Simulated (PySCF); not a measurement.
## Oxygen: a sound run and one with changed settings

Sound run: O+ [He] 2s2 2p3, O(2+) [He] 2s2 2p2. Computed with PySCF 2.14 in def2-SVP (3s2p1d, 14 functions), with the non-relativistic Hamiltonian (point nucleus). In the sound run the correlated levels freeze 1s2. The sound run starts from symmetry-adapted Hartree-Fock orbitals and uses a fine grid where one is needed.

Changed run: all electrons correlated in a basis built for the valence shell.

| species | method | sound run (hartree) | changed run (hartree) | converged |
| --- | --- | --- | --- | --- |
| O+ | MP2 | -74.34500 | -74.34660 | yes |
| O+ | CCSD(T) | -74.36051 | -74.36198 | yes |
| O(2+) | MP2 | -73.05473 | -73.05628 | yes |
| O(2+) | CCSD(T) | -73.07812 | -73.07947 | yes |

Ionisation energy of O+:

```json
{"method": "UHF", "sound run (eV)": "34.727", "changed run (eV)": "34.727"}
{"method": "MP2", "sound run (eV)": "35.110", "changed run (eV)": "35.111"}
{"method": "SCS-MP2", "sound run (eV)": "34.912", "changed run (eV)": "34.912"}
{"method": "CCSD", "sound run (eV)": "34.897", "changed run (eV)": "34.901"}
{"method": "CCSD(T)", "sound run (eV)": "34.896", "changed run (eV)": "34.899"}
```

A valence basis has no tight correlating functions, so it recovers only part of the core correlation, and not evenly between atom and ion.

For comparison, NIST gives 35.121 eV between the lowest levels.
